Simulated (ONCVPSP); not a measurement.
## Which change was made? (Zr, ONCV)

* Element: zirconium (Zr)
* Generator: ONCVPSP 4.0.1
* Type: optimised norm-conserving Vanderbilt (ONCV)
* Functional: LDA (Perdew-Wang 92)
* Relativity: fully relativistic
* Frozen core: [Ar] 3d10
* Valence charge: 12
* Reference configuration: 4s2 4p6 4d2 5s1.5 (charge +0.5)
* Partial waves: 4s+5s: rc 2.25 bohr, ncon 5, nbas 9, qcut 6.7 1/bohr, 2 projectors; 4p: rc 1.35 bohr, ncon 4, nbas 9, qcut 5.8 1/bohr, 1 projector; 4d: rc 3.10 bohr, ncon 4, nbas 9, qcut 4.8 1/bohr, 2 projectors, debl 0.4 Ha; f scattering state at 0.28 Ha: rc 2.35 bohr, ncon 4, nbas 8, qcut 5.2 1/bohr, 2 projectors, debl 0.4 Ha
* Local potential: polynomial inside 1.30 bohr (lpopt 3, dvloc0 1 Ha)
* Core correction: none

Open shells are filled in proportion to 2j + 1.

Cutoffs, loose and tight: the cutoffs (Ha) at which the residual kinetic energy of the hardest occupied pseudo-wave falls to 1 and 0.1 mHa per electron. They do not see the model core or the augmentation charge, which bear on the density cutoff. Test errors are all-electron minus pseudo excitation energies from the reference, over the configurations 4s2 4p6 4d2 5s2; 4s2 4p6 4d2 5s1; 4s2 4p6 4d2 5s0; 4s2 4p6 4d1 5s0; variants that change the core or the reference have their own tests.

The base gives: outcome: generated; cutoff, loose: 37 Ha; cutoff, tight: 140 Ha; bound ghosts: none; GHOST(+) flags above zero: d5/2; largest test error (meV): +72.

Q: After one change the result is: outcome: generated; cutoff, loose: 37 Ha; cutoff, tight: 140 Ha; bound ghosts: none; GHOST(+) flags above zero: none; largest test error (meV): +30. Which change was it?
A. d: qcut 2.8
B. d: qcut 5.6
C. d: qcut 7.2

A: C. The others give: d: qcut 5.6 → outcome: generated; cutoff, loose: 37 Ha; cutoff, tight: 140 Ha; bound ghosts: none; GHOST(+) flags above zero: none; largest test error (meV): +45 | d: qcut 2.8 → outcome: generated; cutoff, loose: 37 Ha; cutoff, tight: 140 Ha; bound ghosts: d5/2, d3/2; GHOST(+) flags above zero: none; largest test error (meV): +267.
